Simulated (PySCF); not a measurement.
CHCl, SMILES [CH]Cl (connectivity only; charge and spin as stated), neutral, multiplicity 1. Coordinates come from a PBE0-D3(BJ)/def2-TZVPD optimisation. The isomer is the one that the SMILES or the coordinates give; other isomers of the formula were not compared.

TDDFT-ωB97X/def2-TZVPD in PySCF puts the lowest singlet excitations at 1.75, 5.60, 6.17, 6.91, 7.20, 7.44 eV.

Q: What are the lowest excitation roots from ADC(2)/aug-cc-pVDZ run with PySCF? (The exact figures need the calculation; the answer reports its results.)

A: 1.86, 5.50, 6.06, 6.29, 6.75, 7.64 eV. S1 differs by 0.11 eV (second minus first; roots are paired by order, and the bases may differ).
